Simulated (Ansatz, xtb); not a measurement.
FH7NSiSn+: which of two structures lies lower

We compare a, `F[SiH2][NH2+][SnH3]`, a singlet, with b, a singlet given by its coordinates. Both are isolated ions in the gas phase, relaxed with PBE0-D3(BJ)/def2-SVP; the shapes shown needn't be the lowest conformers.

a (Å):

```xyz
11

F    -0.5428   -0.9818    2.3503
N    -0.9374    1.0219    0.6504
Si   -0.9970   -0.8064    0.8094
Sn    0.2403    2.0300    2.3099
H     0.0302   -1.3332   -0.1079
H    -2.3933   -1.2402    0.6218
H    -1.8782    1.4325    0.6608
H    -0.5242    1.3112   -0.2436
H     1.6675    1.1246    2.2389
H    -0.8181    1.7961    3.6069
H     0.2878    3.5820    1.6242
```

b (Å):

```xyz
11

F    -0.6385   -0.0856   -0.8069
N     2.1338   -0.4597    0.2673
Si   -1.9330   -0.2076   -1.9099
Sn    0.4810    1.1086    0.8900
H     1.8512   -0.8943   -0.6156
H     3.0471   -0.0285    0.0993
H     1.1397    2.0795   -0.4410
H     2.2745   -1.2158    0.9420
H    -2.2422   -1.6542   -1.9497
H    -1.3896    0.3326   -3.1767
H    -3.0029    0.6240   -1.3117
```

Close contacts (Å): F1–Si3 1.71, F1–Sn4 2.36, N2–Sn4 2.36, N2–H5 1.02, N2–H6 1.02, N2–H8 1.02, Si3–H9 1.48, Si3–H10 1.48, Si3–H11 1.48, Sn4–H7 1.77.

Problem. Which of the two would you expect CCSD(T)/def2-SVP + ΔMP2/def2-TZVPP electronic energies to favour?

Solution. Structure b; the calculation gives E(b) − E(a) = −13.9 kJ/mol.

Level by level:

```json
{"level": "PBE0-D3(BJ)/def2-SVP", "geometry": "PBE0-D3(BJ)/def2-SVP", "E(b) − E(a) (kJ/mol)": "−26.4", "departure from the last row (kJ/mol)": "−12.6", "job, with rough time for the two": "optimisation, 2.1 min"}
{"level": "HF/def2-SVP", "geometry": "PBE0-D3(BJ)/def2-SVP", "E(b) − E(a) (kJ/mol)": "−40.5", "departure from the last row (kJ/mol)": "−26.7", "job, with rough time for the two": "part of the CCSD(T) run"}
{"level": "MP2/def2-SVP", "geometry": "PBE0-D3(BJ)/def2-SVP", "E(b) − E(a) (kJ/mol)": "−17.3", "departure from the last row (kJ/mol)": "−3.5", "job, with rough time for the two": "part of the CCSD(T) run"}
{"level": "CCSD(T)/def2-SVP", "geometry": "PBE0-D3(BJ)/def2-SVP", "E(b) − E(a) (kJ/mol)": "−29.6", "departure from the last row (kJ/mol)": "−15.7", "job, with rough time for the two": "single point"}
{"level": "CCSD(T)/def2-SVP + ΔMP2/def2-TZVPP", "geometry": "PBE0-D3(BJ)/def2-SVP", "E(b) − E(a) (kJ/mol)": "−13.9", "departure from the last row (kJ/mol)": "", "job, with rough time for the two": "single point, 47 s"}
```

None of the levels shown reverses the order. The largest departure from CCSD(T)/def2-SVP + ΔMP2/def2-TZVPP is that of HF/def2-SVP, 26.7 kJ/mol. Levels run at GFN2-xTB geometries aren't shown. The last row adds to CCSD(T) the change of the MP2 difference between the two basis sets, here +15.7 kJ/mol, a large step that makes the value less sure.

With harmonic frequencies from PBE0-D3(BJ)/def2-SVP (ideal gas, rigid rotor, one conformer each, 298.15 K, 1 atm): on the last row, ΔE + ΔZPE = −7.1 kJ/mol. A mode under 50 cm⁻¹ makes harmonic enthalpies and free energies unreliable, so none is given.

The correlated steps freeze 11 core orbitals; the filled d shell of Sn is correlated, in a basis made for valence electrons. Atoms past krypton carry core potentials in the def2 sets and no spin–orbit term is included. Programs: Ansatz 0.2.0; the last row on 2 threads of Arm Neoverse V1 on a shared host.
